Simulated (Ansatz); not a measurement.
Ga₇P₇H₂₀⁻, a nanocrystal cut from zinc blende GaP (hydrogen-capped). Total charge -1; doublet. Geometry PBE-D4/def2-SVP; atoms count from 1.

```xyz
34

Ga    0.5475    2.9627   -2.2008
Ga    1.5030   -2.0571    2.8212
Ga    2.1964   -0.3977   -0.8253
Ga   -0.1859    1.7415    1.5402
Ga   -3.1139    1.6706   -1.1899
Ga   -1.6108   -1.7405    0.2290
Ga   -0.6885   -0.7337   -3.4298
P     0.7942    0.2710    3.2069
P     1.3635    1.7547   -0.2479
P    -1.2768    1.4939   -2.7251
P     3.2387   -1.2748    1.1587
P    -0.8815   -2.7226    2.3013
P     0.1871   -1.5709   -1.3181
P    -2.0486    0.5522    0.6940
H     1.6959    2.8769   -3.2972
H     0.0161    4.3751   -1.6996
H     2.0731   -2.5592    4.2353
H     3.2060   -0.3853   -2.0445
H    -0.4960    3.1428    2.2088
H    -3.3632    3.1841   -0.7701
H    -4.3296    0.7478   -1.6355
H    -2.8541   -2.5178   -0.3674
H     0.5184   -0.6789   -4.4643
H    -2.0038   -1.5603   -3.7701
H     1.8772    1.0004    3.7997
H    -0.0796    0.3066    4.3429
H     2.4920    2.4737    0.2687
H    -1.8136    2.0702   -3.9248
H     4.5121   -0.5505    1.1985
H     3.8086   -2.5058    0.6965
H    -0.7538   -4.1091    1.9628
H    -2.1390   -2.8849    3.0353
H     0.5941   -2.9221   -1.5694
H    -2.9853    0.5467    1.7801
```

Single mean-field runs in def2-TZVP are fitted with def2-universal-jkfit.

(1) Estimate the Mulliken populations of the heavy atoms from the PBE0/def2-TZVP orbitals of Ansatz.

(2) Where does the spin sit?

(3) And the Mayer bond orders between heavy atoms (over 0.3)?

Answers

(1) 
```
atom  charge (e)  spin (α − β)
 Ga1        0.18          0.00
 Ga2        0.16          0.54
 Ga3        0.26         -0.01
 Ga4        0.26          0.00
 Ga5        0.18          0.00
 Ga6        0.26         -0.01
 Ga7        0.18          0.01
  P8       -0.27          0.00
  P9       -0.33          0.00
 P10       -0.34          0.00
 P11       -0.31          0.13
 P12       -0.31          0.13
 P13       -0.33          0.00
 P14       -0.33          0.00
```
Mulliken values depend strongly on the basis.

(2) Summed by element: Ga 0.51, P 0.26, H 0.23, of 1 unpaired in all. Largest on single atoms: Ga2 0.54, P12 0.13, P11 0.13.

(3) Ga1–P9 0.68 (2.44 Å); Ga1–P10 0.78 (2.40 Å); Ga2–P8 0.65 (2.46 Å); Ga2–P11 0.61 (2.53 Å); Ga2–P12 0.60 (2.53 Å); Ga3–P9 0.79 (2.38 Å); Ga3–P11 0.76 (2.41 Å); Ga3–P13 0.81 (2.38 Å); Ga4–P8 0.69 (2.43 Å); Ga4–P9 0.83 (2.37 Å); Ga4–P14 0.83 (2.37 Å); Ga5–P10 0.78 (2.40 Å); Ga5–P14 0.68 (2.44 Å); Ga6–P12 0.76 (2.41 Å); Ga6–P13 0.81 (2.38 Å); Ga6–P14 0.79 (2.38 Å); Ga7–P10 0.76 (2.41 Å); Ga7–P13 0.70 (2.43 Å).
